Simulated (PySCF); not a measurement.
A structure optimised at B3LYP-D3(BJ)/def2-TZVP, used in a PySCF frequency run:

```xyz
3

Ca     0.0000     0.0000     0.0000
Cl     0.0000     0.0000    -2.4696
Cl     0.0000     0.0000     2.4696
```
Charge 0, spin multiplicity 1.

Write its SMILES, formula and point group.

[Cl][Ca][Cl], CaCl2, D∞h

What are its rotational constants (standard atomic weights)?

1.1687 GHz (linear rotor, B only)
